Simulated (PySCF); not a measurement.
Stationary points of BrHfN

Level of theory: PBE0/[Hf def2-TZVP with ECP60, N def2-TZVP, Br def2-TZVP], scalar-relativistic core potentials, density fitting, no spin–orbit coupling, PySCF.

Relaxations began from a few typed shapes. The search is not exhaustive: other isomers or separated fragments can lie lower, and high-lying points may rest on an excited occupation.

(1) Which is the lowest minimum found?
A. singlet Cs: Hf–Br 2.536 Å, Hf–N 1.721 Å; Br–Hf–N 109.6°
B. singlet C∞v: Hf–Br 2.642 Å, Hf–N 1.706 Å; Br–Hf–N 180.0°

## Answers

(1) A. The others lie at 65.3 (singlet C∞v, a saddle point) kJ/mol above it.

Formally Hf is in oxidation state +4, d0. The polar-tensor charge on Hf, 1.31, is far below the formal one.

For the lowest minimum: with an element this heavy the missing spin–orbit coupling can shift these numbers.
